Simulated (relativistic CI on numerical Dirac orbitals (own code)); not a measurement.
# Hyperfine structure of Ru²³⁺, mass number 99

Calculated at this level of theory: Dirac-Coulomb-Breit CI, KLI orbitals optimised for each configuration, a model potential for QED, unscaled Slater integrals (own radial code, finite nucleus).

Configuration list (outside the closed core [Ne]): 3s²3p⁶3d³, 3s²3p⁵3d⁴, 3s3p⁶3d⁴, 3s²3p⁶3d²4s, 3s²3p⁶3d²4p, 3s²3p⁶3d²4d, 3s²3p⁶3d²4f, 3s²3p⁵3d³4s, 3s²3p⁵3d³4p, 3s²3p⁶3d4s4p, 3s3p⁶3d³4s, 3s²3p⁶3d²5s, 3p⁶3d⁵, 3p⁵3d⁶, 3s²3p⁶3d4s², 3s²3p⁶4s²4p, 3s²3p⁶4s²4d, 3s²3p⁶4s²4f. Double excitations out of closed p, d and f shells are left out; levels of such configurations are missing from the list, as are those of other unlisted configurations, and high levels can miss mixing partners. These lack a partner that the ground configuration has and come out too high: 3s²3p⁵3d³4s, 3s²3p⁵3d³4p.

Nuclear spin I = 5/2, μ = -0.641 μN, Q = 0.079 b (tables of Stone and Pyykkö). The electronic factors are computed for point nuclear moments, without core polarisation or the Bohr-Weisskopf and QED corrections.

| Level | E (cm⁻¹) | A (MHz) | B (MHz) |
| --- | --- | --- | --- |
| 3s²3p⁶3d³ ⁴F3/2 | 0.0 | -3497 | -335 |
| 3s²3p⁶3d³ ⁴F5/2 | 22569.2 | -2161 | -266 |
| 3s²3p⁶3d³ ⁴F7/2 | 42350.1 | -1925 | -255 |
| 3s²3p⁶3d³ ⁴F9/2 | 57329.2 | -2039 | -167 |
| 3s²3p⁶3d³ ⁴P3/2 | 69555.6 | -2014 | -440 |
| 3s²3p⁶3d³ ⁴P1/2 | 78262.2 | 1328 |  |
| 3s²3p⁶3d³ ²G7/2 | 97998.1 | -2369 | 368 |
| 3s²3p⁶3d³ ²H9/2 | 102005.9 | -2187 | 820 |

Levels with J = 0, under 50 % of one LS term, or S terms without an open s electron are left out. Small factors come from cancelling terms and can be off by tens of per cent or more.

At this charge energies of transitions that change n are usually good to better than 1 %, and those within a shell (Δn = 0) to a few per cent. Terms inside the open d or f shell come out 10 to 20 % too wide with unscaled integrals.

Question: Give the hyperfine levels of 3s²3p⁶3d³ ⁴F3/2 relative to its centre of gravity.

Answer: With K = F(F + 1) − I(I + 1) − J(J + 1), E = AK/2 + B[¾K(K + 1) − I(I + 1)J(J + 1)]/[2I(2I − 1)J(2J − 1)]: F = 1: 18120, F = 2: 11400, F = 3: 1058, F = 4: -13200 MHz.

LS names give the leading component of a level, which can be under half, so a name can repeat, a term be missing and a line seem to break the LS rules.
